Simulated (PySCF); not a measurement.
CAuClO, charge +1, quartet, geometry from GFN2-xTB of the parent state (such geometries of metal compounds can be far from the true shape) (the multiplicity is a formal guess) (core potentials on Au); HF/def2-SVP run with PySCF.

The PySCF input:
```python
from pyscf import gto, scf

mol = gto.M(
    atom='''
Au   -0.061355   -0.164237   -0.125663
Cl   -0.020097    2.000007   -1.036711
O     0.375340   -1.951087    2.201528
C     0.364330   -0.902782    1.656542
''',
    basis='def2-svp',
    ecp={'Au': 'def2-svp'},
    charge=1,
    spin=3,
    verbose=4,
)

mf = scf.UHF(mol)
mf.kernel()
```

It wrote (shortened):

```
PySCF version 2.14.0

[INPUT] verbose = 4
[INPUT] num. atoms = 4
[INPUT] num. electrons = 49
[INPUT] charge = 1
[INPUT] spin (= nelec alpha-beta = 2S) = 3
[INPUT] symmetry False subgroup None
[INPUT] Mole.unit = angstrom
[INPUT] Symbol           X                Y                Z      unit          X                Y                Z       unit  Magmom
[INPUT]  1 Au    -0.061355000000  -0.164237000000  -0.125663000000 AA   -0.115944146373  -0.310362949520  -0.237468653991 Bohr   0.0
[INPUT]  2 Cl    -0.020097000000   2.000007000000  -1.036711000000 AA   -0.037977825925   3.779465477213  -1.959099860324 Bohr   0.0
[INPUT]  3 O      0.375340000000  -1.951087000000   2.201528000000 AA    0.709289803594  -3.687020075199   4.160284975561 Bohr   0.0
[INPUT]  4 C      0.364330000000  -0.902782000000   1.656542000000 AA    0.688483918963  -1.706010730187   3.130410693839 Bohr   0.0

nuclear repulsion = 179.540928132049
number of shells = 32
number of NR pGTOs = 141
number of NR cGTOs = 78
basis = def2-svp
ecp = {'Au': 'def2-svp'}

******** <class 'pyscf.scf.uhf.UHF'> ********
method = UHF
initial guess = minao
damping factor = 0
level_shift factor = 0
DIIS = <class 'pyscf.scf.diis.CDIIS'>
diis_start_cycle = 1
diis_space = 8
diis_damp = 0
SCF conv_tol = 1e-09
SCF conv_tol_grad = None
SCF max_cycles = 50
direct_scf = True
direct_scf_tol = 1e-13
number electrons alpha = 26  beta = 23
Set gradient conv threshold to 3.16228e-05
init E= -694.770077946552

cycle= 1 E= -705.609339377782  delta_E= -10.8  |g|= 1.11  |ddm|= 7.26

cycle= 2 E= -704.859192465296  delta_E= 0.75  |g|= 1.77  |ddm|= 2.98
cycle= 3 E= -706.266759699083  delta_E= -1.41  |g|= 0.151  |ddm|= 1.79
cycle= 4 E= -706.296324961967  delta_E= -0.0296  |g|= 0.115  |ddm|= 0.294
cycle= 5 E= -706.311033698164  delta_E= -0.0147  |g|= 0.0694  |ddm|= 0.141
cycle= 6 E= -706.326283180658  delta_E= -0.0152  |g|= 0.0522  |ddm|= 0.189
cycle= 7 E= -706.337419368615  delta_E= -0.0111  |g|= 0.0214  |ddm|= 0.232
cycle= 8 E= -706.338741585657  delta_E= -0.00132  |g|= 0.00991  |ddm|= 0.078
cycle= 9 E= -706.338974528171  delta_E= -0.000233  |g|= 0.00492  |ddm|= 0.0324
cycle= 10 E= -706.339042286132  delta_E= -6.78e-05  |g|= 0.00298  |ddm|= 0.0218
cycle= 11 E= -706.339074049839  delta_E= -3.18e-05  |g|= 0.00244  |ddm|= 0.0107
cycle= 12 E= -706.339118712002  delta_E= -4.47e-05  |g|= 0.00204  |ddm|= 0.0186
cycle= 13 E= -706.339154990449  delta_E= -3.63e-05  |g|= 0.00155  |ddm|= 0.0176
cycle= 14 E= -706.339193220228  delta_E= -3.82e-05  |g|= 0.000999  |ddm|= 0.0286
cycle= 15 E= -706.339203446701  delta_E= -1.02e-05  |g|= 0.000773  |ddm|= 0.0137
cycle= 16 E= -706.339206635736  delta_E= -3.19e-06  |g|= 0.000548  |ddm|= 0.00568
cycle= 17 E= -706.339208948011  delta_E= -2.31e-06  |g|= 0.00039  |ddm|= 0.0049
cycle= 18 E= -706.339210490873  delta_E= -1.54e-06  |g|= 0.000233  |ddm|= 0.00511
cycle= 19 E= -706.339210965714  delta_E= -4.75e-07  |g|= 0.000162  |ddm|= 0.00258
cycle= 20 E= -706.339211144399  delta_E= -1.79e-07  |g|= 0.000128  |ddm|= 0.00112
cycle= 21 E= -706.339211295518  delta_E= -1.51e-07  |g|= 9.07e-05  |ddm|= 0.00116
cycle= 22 E= -706.339211372834  delta_E= -7.73e-08  |g|= 5.51e-05  |ddm|= 0.000923
cycle= 23 E= -706.339211401039  delta_E= -2.82e-08  |g|= 3.3e-05  |ddm|= 0.000667
cycle= 24 E= -706.339211405385  delta_E= -4.35e-09  |g|= 2.26e-05  |ddm|= 0.000256
cycle= 25 E= -706.339211407134  delta_E= -1.75e-09  |g|= 1.73e-05  |ddm|= 0.000165
cycle= 26 E= -706.339211408247  delta_E= -1.11e-09  |g|= 1.36e-05  |ddm|= 0.000133
cycle= 27 E= -706.339211409013  delta_E= -7.66e-10  |g|= 1.11e-05  |ddm|= 0.000104
Extra cycle  E= -706.339211409323  delta_E= -3.1e-10  |g|= 1.02e-05  |ddm|= 2.49e-05
converged SCF energy = -706.339211409323  <S^2> = 3.797538  2S+1 = 4.0236988
```
